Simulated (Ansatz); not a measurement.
C4F5, doublet, geometry from GFN2-xTB. Base run: BLYP/3-21G in Ansatz (a quantum-chemistry and plane-wave program).

Here is a job for Ansatz.
Ansatz 0.2 input:
```yaml
crystal:
  periodic: [false, false, false]
  atoms:
    - {symbol: F, position_ang: [2.52928212, -0.24393411, -0.30729578]}
    - {symbol: C, position_ang: [1.23940728, -0.40507442, -0.22407840]}
    - {symbol: C, position_ang: [0.36208998, -1.38200037, -0.39072110]}
    - {symbol: C, position_ang: [-0.87156126, -0.57972548, -0.06496246]}
    - {symbol: F, position_ang: [-1.55611753, -0.92649574, 1.02729554]}
    - {symbol: F, position_ang: [-1.75660355, -0.39268928, -1.04659990]}
    - {symbol: C, position_ang: [0.15556950, 0.60732401, 0.14128194]}
    - {symbol: F, position_ang: [-0.00441458, 1.63687873, -0.70162866]}
    - {symbol: F, position_ang: [0.19751655, 1.09922457, 1.38721548]}
basis:
  gaussian:
    orbitals: 3-21G.json
hamiltonian:
  xc: blyp
magnetization: {spin_polarized: true, initial_magnetization: 1}
```
The basis file holds 3-21G in the JSON format of the Basis Set Exchange.

The base run was repeated with changes; each row names its change, and settings that it needs were set with it.

```json
[
 {"change": "base", "ΔE vs base (mEh)": "0.000"},
 {"change": "symmetry_tolerance_ang = 0.01", "ΔE vs base (mEh)": "0.000"},
 {"change": "occupation = up:A':23 A'':12 down:A':22 A'':12", "ΔE vs base (mEh)": "0.000"},
 {"change": "occupation = up:A':22 A'':13 down:A':22 A'':12", "ΔE vs base (mEh)": "190.6"},
 {"change": "occupation = up:A':24 A'':11 down:A':22 A'':12", "ΔE vs base (mEh)": "342.8"}
]
```
